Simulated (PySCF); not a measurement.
Compound: C3HF6P.
SMILES with atom numbers: `[F:1][C:2]([F:3])([F:4])[C:5](=[PH:6])[C:7]([F:8])([F:9])[F:10]` (hydrogens: H11 on P6)

The same species was optimised twice, with GFN2-xTB and with PBE0-D3(BJ)/def2-SVP (PySCF), and the same property calculations (PySCF, gas phase) were run on both structures.

```csv
coordinate,GFN2-xTB,PBE0-D3(BJ)/def2-SVP,change
C5–C7 (Å),1.496,1.513,+0.017
C2–C5 (Å),1.496,1.513,+0.017
C7–F10 (Å),1.345,1.332,-0.013
C2–F3 (Å),1.344,1.333,-0.011
F1–C2 (Å),1.342,1.332,-0.010
C7–F8 (Å),1.342,1.333,-0.009
C5=P6 (Å),1.681,1.675,-0.006
C2–F4 (Å),1.336,1.333,-0.003
C7–F9 (Å),1.335,1.333,-0.002
F4–C2–C5 (°),113.6,111.3,-2.3
C5–C7–F9 (°),113.0,111.0,-2.0
C5–C7–F8 (°),112.5,110.6,-1.9
F1–C2–C5 (°),112.9,111.2,-1.7
F8–C7–F10 (°),105.9,107.4,+1.5
F1–C2–F3 (°),106.2,107.5,+1.3
F3–C2–C5 (°),110.0,111.2,+1.2
F1–C2–F4 (°),106.7,107.7,+1.0
F1–C2–C5–P6 (°),105,107,+2
C2–C5–C7–F8 (°),-76,-78,-2
```

Rotational constants: A = 1465, B = 1049, C = 775.8 MHz (GFN2-xTB) against A = 1465, B = 1060, C = 782.4 MHz (PBE0-D3(BJ)/def2-SVP). Point groups within 0.08 Å: C1 and C1.

On the GFN2-xTB structure: lowest singlet, TDDFT (eV) 4.47 [wB97X-D/def2-SVPD]; lowest triplet, Tamm–Dancoff (eV) 2.84 [wB97X-D/def2-SVPD]; isotropic polarisability (au) 65.5 [wB97X-D/def2-SVPD]; HOMO (eV) -11.06 [wB97X-D/def2-SVPD]; LUMO (eV) -1.74 [wB97X-D/def2-SVPD]; dipole (D) 2.72 [wB97X-D/def2-SVPD]; HOMO (eV) -9.21 [PBE0/pcSseg-1]; LUMO (eV) -3.48 [PBE0/pcSseg-1]; dipole (D) 2.68 [PBE0/pcSseg-1]; GIAO shielding of F1/F3/F4 (mean) (ppm) 244.3 [PBE0/pcSseg-1]; GIAO shielding of C2 (ppm) 55.7 [PBE0/pcSseg-1]; GIAO shielding of C5 (ppm) -9.2 [PBE0/pcSseg-1]; GIAO shielding of P6 (ppm) 15.8 [PBE0/pcSseg-1]; GIAO shielding of C7 (ppm) 58.3 [PBE0/pcSseg-1]; GIAO shielding of F8/F9/F10 (mean) (ppm) 244.4 [PBE0/pcSseg-1].

Q: What do these properties become on the PBE0-D3(BJ)/def2-SVP structure?

A: 
```
                                    property              level  on GFN2-xTB  on PBE0-D3(BJ)/def2-SVP  change
                  lowest singlet, TDDFT (eV)  wB97X-D/def2-SVPD         4.47                     4.56   +0.09
           lowest triplet, Tamm–Dancoff (eV)  wB97X-D/def2-SVPD         2.84                     2.89   +0.05
               isotropic polarisability (au)  wB97X-D/def2-SVPD         65.5                     65.6    +0.1
                                   HOMO (eV)  wB97X-D/def2-SVPD       -11.06                   -10.96   +0.10
                                   LUMO (eV)  wB97X-D/def2-SVPD        -1.74                    -1.55   +0.19
                                  dipole (D)  wB97X-D/def2-SVPD         2.72                     2.53   -0.19
energy, GFN2-xTB geometry as zero (kcal/mol)  wB97X-D/def2-SVPD          0.0                     -0.9    -0.9
                                   HOMO (eV)      PBE0/pcSseg-1        -9.21                    -9.10   +0.11
                                   LUMO (eV)      PBE0/pcSseg-1        -3.48                    -3.29   +0.19
                                  dipole (D)      PBE0/pcSseg-1         2.68                     2.48   -0.20
energy, GFN2-xTB geometry as zero (kcal/mol)      PBE0/pcSseg-1          0.0                     -0.9    -0.9
     GIAO shielding of F1/F3/F4 (mean) (ppm)      PBE0/pcSseg-1        244.3                    250.9    +6.6
                  GIAO shielding of C2 (ppm)      PBE0/pcSseg-1         55.7                     57.2    +1.5
                  GIAO shielding of C5 (ppm)      PBE0/pcSseg-1         -9.2                    -14.2    -5.0
                  GIAO shielding of P6 (ppm)      PBE0/pcSseg-1         15.8                     42.1   +26.3
                  GIAO shielding of C7 (ppm)      PBE0/pcSseg-1         58.3                     59.7    +1.4
    GIAO shielding of F8/F9/F10 (mean) (ppm)      PBE0/pcSseg-1        244.4                    250.9    +6.5
```

The heavy atoms differ by 0.049 Å rms after alignment. Among bonds between heavy atoms C2–C5 and C5–C7 change most and about equally (+0.017 Å). Changes are differences of the printed values. Neither structure is proved a minimum here.

Conformer computed: `[F:1][C:2]([F:3])([F:4])[C:5](=[PH:6])[C:7]([F:8])([F:9])[F:10]`: F1–C2–C5–P6 107°, C2–C5–C7–F8 -78°.

The pairwise dispersion term of wB97X-D wasn't added to the energies; at a given geometry it leaves orbitals and properties as they are.
